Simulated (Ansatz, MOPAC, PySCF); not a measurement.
Complex: NH3 (SMILES N) (first 4 atoms) with PH3 (SMILES P); geometry from B3LYP-D3(BJ)/def2-TZVP, rigid monomers moved along the line of their centres of mass till N1···P5 is 4.51 Å.
(charge 0, multiplicity 1):
```json
[
 {"atom": "N", "x (Å)": "-0.0643", "y (Å)": "-0.1165", "z (Å)": "0.0765"},
 {"atom": "H", "x (Å)": "-0.9063", "y (Å)": "-0.6806", "z (Å)": "0.0766"},
 {"atom": "H", "x (Å)": "-0.3421", "y (Å)": "0.8358", "z (Å)": "-0.1314"},
 {"atom": "H", "x (Å)": "0.5202", "y (Å)": "-0.4387", "z (Å)": "-0.6864"},
 {"atom": "P", "x (Å)": "-0.0631", "y (Å)": "0.6569", "z (Å)": "4.5222"},
 {"atom": "H", "x (Å)": "1.1824", "y (Å)": "1.1570", "z (Å)": "4.0744"},
 {"atom": "H", "x (Å)": "0.2959", "y (Å)": "0.7292", "z (Å)": "5.8976"},
 {"atom": "H", "x (Å)": "0.3245", "y (Å)": "-0.6980", "z (Å)": "4.3953"}
]
```

Interaction energies are E(AB) − E(A) − E(B) at the monomers' geometry in the complex; basis-set methods are counterpoise corrected. Rows marked so take none.

Frozen-core correlation. Rows in 3-21G, 6-311+G**, 6-31G* carry no dispersion term and start afresh at each structure (6-31G* with six Cartesian d functions). The state that AM1, PM6 reach isn't checked.

The values were computed with Ansatz (a quantum-chemistry and plane-wave program) with Gaussian orbitals; MOPAC for AM1, PM6 (differences of heats of formation); PySCF for 3-21G rows, 6-311+G** rows, 6-31G* rows, the dispersion terms. 

| level | interaction energy (kJ/mol) |
|---|---|
| AM1 | -0.3 |
| PM6 | -1.2 |
| HF/aug-cc-pV(T+d)Z | -1.6 |
| BP86/6-31G* (no counterpoise) | -2.6 |
| r2SCAN-D4/def2-TZVPPD | -2.6 |
| B3LYP/3-21G (no counterpoise) | ? |
| B3LYP/6-311+G** (no counterpoise) | -1.6 |
| wB97X-V/def2-TZVPPD | -2.6 |
| SCS-MP2/aug-cc-pV(D+d)Z | -2.3 |

Q: Complete the blanks.

A: 
- B3LYP/3-21G (no counterpoise), interaction energy (kJ/mol): -3.1
